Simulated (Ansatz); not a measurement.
`CO[Si](F)(F)F` + CH₃SH → `CS[Si](F)(F)F` + CH₃OH at 298.15 K and 1 bar (ligand exchange at the Si–O bond).

Program: Ansatz. Geometries: PBE0-D4/def2-TZVP. ΔE: electronic, gas phase. CCSD(T)/CBS adds triple-zeta CCSD(T) − MP2 to the extrapolated MP2 energy (def2 sets, frozen cores). This one scheme is used for every species. One conformer a species, not always the lowest.

```
        species  CCSD(T)/CBS energy (Eh)  H − E (kJ/mol)  S (J/(mol·K))
`CO[Si](F)(F)F`               -703.74509           159.4          360.1
          CH₃SH               -438.22835           133.0          253.2
`CS[Si](F)(F)F`              -1026.33397           151.9          370.2
          CH₃OH               -115.61712           146.3          238.2
```

H − E and S are ideal-gas, rigid-rotor, harmonic terms from PBE0-D4/def2-TZVP, for one conformer and one mirror image of each species. 1 Eh = 2625.50 kJ/mol, R = 8.31446 J/(mol·K).

Question: By hand: ΔE, ΔH, ΔS and ΔG.

Answer: ΔE = (-1026.33397) + (-115.61712) − (-703.74509) − (-438.22835) = 0.02235 Eh = 58.7 kJ/mol. Δ(H − E) = 151.9 + 146.3 − 159.4 − 133.0 = 5.8, so ΔH = 64.5 kJ/mol. ΔS = 370.2 + 238.2 − 360.1 − 253.2 = -4.9 J/(mol·K). ΔG = 64.5 − 298.15 × (-4.9)/1000 = 66.0 kJ/mol.

Question: By hand: the equilibrium constant, and the temperature at which ΔG would vanish if ΔH and ΔS stayed fixed.

Answer: log₁₀ K = −ΔG/(RT ln 10) = -11.6. ΔH and −TΔS have one sign here, so there is no such temperature. One of them is within its doubt of zero, so this could turn.

The number of gas molecules stays the same, so ΔS is small and ΔH decides. A doubt of 5 kJ/mol in ΔE shifts log₁₀ K by 0.9 here. Other conformers and mirror images would add mixing entropy, several J/(mol·K) or more a flexible species. Modes under 60 cm⁻¹, often nearly free rotors, make the harmonic entropy too high. These are equilibria of isolated gas molecules and say nothing of rates. Largest T1 diagnostic: 0.011 (customary marks: 0.02 for closed shells, 0.045 for open ones).
